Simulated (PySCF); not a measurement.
# Computed properties of (1-methylcyclopropyl)methanol (C₅H₁₀O), SMILES CC1(CO)CC1

(1-methylcyclopropyl)methanol (C5H10O), SMILES CC1(CO)CC1. Geometry optimised at B3LYP-D3(BJ)/def2-SVP. Other conformers were not sampled. All values are computed for the isolated molecule unless a solvent is named; none is compared with measurement here.

**Structure.** The optimised structure has Cs symmetry. All 42 harmonic modes at B3LYP-D3(BJ)/def2-SVP (PySCF) are real, so it is a minimum. With heavy atoms numbered as in [CH3:1][C:2]1([CH2:3][OH:4])[CH2:5][CH2:6]1, the shortest bond between them is C3–O4 at 1.412 Å and the longest C2–C3 at 1.517 Å.

**Vibrations.** The strongest infrared lines (harmonic, unscaled, degenerate partners summed) lie at 2944 cm⁻¹ (82 km/mol, H 95 %), 2976 cm⁻¹ (70 km/mol, H 90 %, C 10 %), 1203 cm⁻¹ (68 km/mol, H 83 %, C 12 %). The softest mode is at 114 cm⁻¹ and the zero-point energy is 88.9 kcal/mol.

**Electronic structure.** HF/def2-TZVP (PySCF) places the frontier levels at -10.44 and 3.66 eV, a gap of 14.10 eV, and gives a dipole moment of 1.70 D and a mean polarisability of 60.1 bohr³. PBE/def2-TZVP (PySCF) at the same geometry gives -5.96 and 0.16 eV, so its gap is 7.98 eV narrower. An orbital gap is neither the optical nor the fundamental gap.

**Excitations.** TDA-M06-2X/def2-SVPD (PySCF) has S1 at 6.91 eV (180 nm, f = 0.002, dark); the most intense of the 6 singlets computed lies at 7.58 eV (f = 0.04). T1 (TDA) is at 6.73 eV, 0.18 eV under S1. TDA-PBE/def2-SVPD (PySCF) puts S1 at 5.84 eV. No vertical singlet excitation falls in the visible range (under 3.1 eV).

**NMR.** GIAO shifts at HF/pcSseg-1 (PySCF) (non-relativistic, atoms alike by connectivity averaged): ¹³C from 8.4 to 61.8 ppm against TMS; ¹H from 0.8 to 3.7 ppm against TMS.

**Solvation.** SMD-B3LYP/6-31G* (PySCF) gives -3.7 kcal/mol in water, -4.6 kcal/mol in benzene, -6.7 kcal/mol in 2-propanol (1 M in both phases, gas-phase geometry); of these solvents 2-propanol holds the molecule best.
